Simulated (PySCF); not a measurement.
**Electron correlation in Si (silicon, neutral)**

[Ne] 3s2 3p2, high-spin 3P determinant. All numbers are calculated (PySCF 2.14, the spin-free X2C one-electron Hamiltonian (Gaussian nucleus), in cc-pVDZ-DK). Frozen: [Ne]; 4 electrons correlated.

MP2 pair energies summed by pair of shells (mhartree):

```tsv
pair	energy	share (%)
3s-3p	-26.39	58.8
3s-3s	-14.00	31.2
3p-3p	-4.52	10.1
```

Total MP2 correlation energy: -44.91 mhartree.

Same-spin part -7.62 and opposite-spin part -37.30 mhartree; SCS-MP2 scales them by 1/3 and 6/5 to -47.29 mhartree.

| level | correlation energy (mhartree) |
| --- | --- |
| CCSD | -63.93 |
| (T) | -0.99 |
| CCSD(T) | -64.92 |

Diagnostics: T1 = 0.0096, D1 = 0.0253, largest double amplitude 0.106.

Cost of the coupled-cluster step: 0.06 s of wall time on 1 thread of Neoverse-V2 (shared host), for 4 correlated electrons.
